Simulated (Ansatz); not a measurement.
A nudged elastic band was laid between two geometries of AlH5O3 + H2O (12 atoms, charge 0, multiplicity 1).

These are results of RKS PBE0-D4/def2-SVP in Ansatz 0.2.0, not measurements.

```json
{
  "movable images": "5",
  "climbing image": "yes",
  "spring": "5.0 eV/Å²",
  "optimiser": "quadratic models (default)",
  "start path": "through a guess of the saddle point",
  "force threshold": "0.05 eV/Å",
  "iteration limit": "60",
  "end points": "relaxed"
}
```

Initial state:

```xyz
12
Properties=species:S:1:pos:R:3
Al -0.381 -0.831 -0.234
H 0.907 -0.529 -1.162
O -0.067 -2.178 0.783
O -1.954 -0.494 -0.882
H 0.356 1.348 0.600
O -0.458 0.796 0.815
H 1.688 0.945 -0.691
O 1.752 1.717 -0.090
H -0.704 -2.512 1.416
H -2.426 -1.061 -1.491
H -1.245 1.256 0.486
H 2.533 1.543 0.449
```

Final state:

```xyz
12
Properties=species:S:1:pos:R:3
Al -0.745 0.118 0.241
H 1.989 -1.541 -1.237
O 0.517 -1.044 0.512
O -1.835 -0.024 -1.070
H 0.396 2.036 0.769
O -1.344 0.995 1.608
H 2.471 -1.681 -1.814
O 0.655 1.486 0.008
H 0.382 -1.946 0.803
H -1.651 -0.538 -1.857
H -2.276 1.158 1.754
H 1.439 0.981 0.283
```

**Question.** What changes between the two ends?

**Answer.** Bonds broken: Al1–H2, H5–O6, H7–O8. Bonds formed: Al1–O8, H2–H7, H5–O8. AlH5O3 + H2O becomes AlH5O4 + H2.

**Question.** What energy profile does the band end with?

**Answer.** The forces met the threshold. The highest image is number 3 of 0 to 6, 0.64 eV above the first end and 1.13 eV above the last; the last end lies 0.50 eV below the first. A vibrational analysis at the climbing image gives one clearly imaginary mode, 918i cm⁻¹: a first-order saddle point. The orbitals stay closed-shell, which can raise the energy where a bond breaks towards radicals; this wasn't checked here.

```csv
image,path coordinate (Å),energy (eV),Al1–H2 (Å),H5–O6 (Å),H7–O8 (Å)
0,0.00,0.00,1.62,1.01,0.98
1,1.27,0.01,1.62,1.01,0.98
2,2.53,0.33,1.62,0.97,0.98
3,3.80,0.64,1.80,0.97,1.16
4,5.39,-0.14,2.56,1.63,2.19
5,6.98,-0.46,3.00,2.10,3.07
6,8.57,-0.50,3.52,2.19,4.08
```

**Question.** What is the geometry of the highest image?

**Answer.** 
```xyz
12
Properties=species:S:1:pos:R:3:forces:R:3
Al -0.031 -0.357 -0.085 0.01 -0.01 -0.01
H 0.887 -0.713 -1.593 -0.01 0.00 0.00
O 0.440 -1.551 1.057 -0.01 -0.01 -0.02
O -1.611 -0.172 -0.827 0.00 0.00 0.00
H -0.384 1.922 0.958 0.00 0.00 0.00
O -0.869 1.096 1.087 -0.01 0.01 0.00
H 1.484 0.090 -1.068 0.02 0.01 0.02
O 1.499 0.820 -0.167 -0.01 0.01 -0.01
H -0.150 -2.237 1.369 0.00 0.01 0.02
H -1.799 -0.564 -1.682 0.00 0.00 0.00
H -1.655 1.126 0.501 0.00 0.00 0.01
H 2.190 0.539 0.450 0.00 0.00 -0.01
```

**Question.** What are the harmonic wavenumbers there?

**Answer.** 918i, 77, 123, 173, 215, 242, 320, 334, 387, 409, 452, 542, 588, 601, 643, 719, 739, 762, 844, 931, 1023, 1482, 1587, 1618, 1933, 3613, 3842, 3885, 3974, 3998 cm⁻¹.

Time of the run: 11 min on 2 threads of Arm Neoverse V1 (shared host), peak memory 0.24 GiB.
